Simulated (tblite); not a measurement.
Compound: C5H12GaNS.
Numbering: `[CH2:1]=[CH:2][Ga@@H-:3]([N:4]=[CH2:5])[S+:6]([CH3:7])[CH3:8]` (hydrogens: H9, H10 on C1; H11 on C2; H12 on Ga3; H13, H14 on C5; H15, H16, H17 on C7; H18, H19, H20 on C8)
Bond orders are those of one Lewis drawing.

Computed with GFN2-xTB (tblite), gas phase: L-BFGS steps from a force-field or distance-geometry start until the largest atomic force falls under 0.01 eV/Å.

Step 70: E = -655.6635 eV
```
atom  x, y, z in Å  |  force x, y, z in eV/Å
C1      3.1309    0.3456    0.6797   -0.005  -0.028  -0.031
C2      2.0304    1.0914    0.6923    0.028  -0.010  -0.003
Ga3     0.2251    0.3796    1.2696    0.047  -0.022   0.020
N4     -1.4213    1.0630    0.6739    0.056   0.042   0.007
C5     -1.9888    2.1515    0.4349   -0.039  -0.022   0.028
S6      0.0381   -1.7181   -0.1831    0.027  -0.014  -0.061
C7     -1.7653   -1.9043   -0.1989    0.022  -0.004  -0.012
C8      0.2637   -0.7886   -1.7243   -0.014  -0.019   0.006
H9      3.1143   -0.6960    0.9765   -0.015   0.016   0.009
H10     4.0990    0.7264    0.3704   -0.041  -0.010   0.030
H11     2.1362    2.1331    0.3841   -0.017   0.031  -0.030
H12     0.0501   -0.4037    2.6016   -0.086   0.023   0.021
H13    -3.0525    2.1667    0.1524    0.075   0.016  -0.013
H14    -1.5171    3.1439    0.4820   -0.030  -0.026   0.009
H15    -2.0389   -2.3974    0.7282    0.001  -0.007   0.039
H16    -2.0473   -2.5224   -1.0462    0.021   0.000  -0.013
H17    -2.2222   -0.9186   -0.2451   -0.018   0.016   0.025
H18    -0.1744    0.2042   -1.6215   -0.006   0.005  -0.025
H19     1.3350   -0.7123   -1.8889   -0.003   0.029  -0.007
H20    -0.2004   -1.3334   -2.5407   -0.005  -0.016   0.001
```

Step 71: E = -655.6650 eV
```
atom  x, y, z in Å  |  force x, y, z in eV/Å
C1      3.1320    0.3446    0.6829   -0.047  -0.024  -0.059
C2      2.0330    1.0921    0.6910   -0.021   0.025   0.021
Ga3     0.2261    0.3828    1.2727    0.070  -0.021   0.000
N4     -1.4167    1.0642    0.6678    0.045   0.072   0.001
C5     -1.9871    2.1529    0.4336   -0.026  -0.060   0.052
S6      0.0428   -1.7174   -0.1820    0.018  -0.013  -0.055
C7     -1.7603   -1.9057   -0.1993    0.015  -0.007   0.000
C8      0.2596   -0.7895   -1.7245   -0.003   0.001  -0.025
H9      3.1049   -0.6951    0.9816    0.012  -0.025   0.022
H10     4.1009    0.7160    0.3682   -0.018   0.011   0.036
H11     2.1335    2.1348    0.3828    0.010   0.010  -0.037
H12     0.0478   -0.3958    2.6065   -0.085   0.015   0.021
H13    -3.0477    2.1635    0.1414    0.064   0.029  -0.022
H14    -1.5215    3.1469    0.4990   -0.032  -0.024   0.000
H15    -2.0361   -2.4005    0.7266    0.008  -0.009   0.026
H16    -2.0399   -2.5213   -1.0496    0.018   0.005   0.001
H17    -2.2175   -0.9197   -0.2431   -0.016   0.012   0.019
H18    -0.1817    0.2020   -1.6220   -0.003   0.003  -0.017
H19     1.3293   -0.7088   -1.8972   -0.001   0.027   0.007
H20    -0.2063   -1.3353   -2.5394   -0.008  -0.024   0.010
```

**Question.** Estimate the geometry and energy of step 72. (The exact step hangs on the optimiser's Hessian estimate; all steps are aligned on step 71, rigid shifts and turns removed.)

**Answer.** E = -655.6665 eV, largest force 0.104 eV/Å
```
atom  x, y, z in Å  |  force x, y, z in eV/Å
C1      3.1320    0.3433    0.6848   -0.073  -0.017  -0.072
C2      2.0349    1.0932    0.6907   -0.048   0.047   0.031
Ga3     0.2283    0.3855    1.2753    0.072  -0.026  -0.012
N4     -1.4110    1.0660    0.6635    0.038   0.074  -0.001
C5     -1.9855    2.1536    0.4336   -0.002  -0.067   0.059
S6      0.0473   -1.7179   -0.1823    0.013  -0.007  -0.033
C7     -1.7560   -1.9070   -0.1995    0.012  -0.002   0.013
C8      0.2560   -0.7903   -1.7252    0.003   0.017  -0.043
H9      3.0969   -0.6946    0.9867    0.029  -0.047   0.027
H10     4.1018    0.7072    0.3663   -0.005   0.023   0.037
H11     2.1308    2.1364    0.3810    0.034  -0.011  -0.041
H12     0.0429   -0.3886    2.6101   -0.081   0.006   0.022
H13    -3.0424    2.1606    0.1319    0.037   0.033  -0.029
H14    -1.5256    3.1490    0.5128   -0.033  -0.018  -0.002
H15    -2.0343   -2.4029    0.7259    0.019  -0.008   0.000
H16    -2.0322   -2.5200   -1.0531    0.006   0.008   0.019
H17    -2.2124   -0.9200   -0.2413   -0.012  -0.001   0.014
H18    -0.1890    0.1996   -1.6219   -0.001   0.002  -0.013
H19     1.3243   -0.7045   -1.9048   -0.005   0.021   0.015
H20    -0.2120   -1.3379   -2.5376   -0.006  -0.026   0.008
```

The energy changes by -0.0014 eV. The first-order estimate −F·Δx gives -0.0018 eV and the mean of the old and new forces, exact on a quadratic surface, -0.0014 eV. The step makes an angle of 76° with the force vector and moves no atom by more than 0.015 Å.

What follows is the cost of the whole relaxation. On one thread, Arm Neoverse N1 (aarch64), shared host with 64 logical CPUs at a one-minute load of 61, this took 2.3 s of wall time.
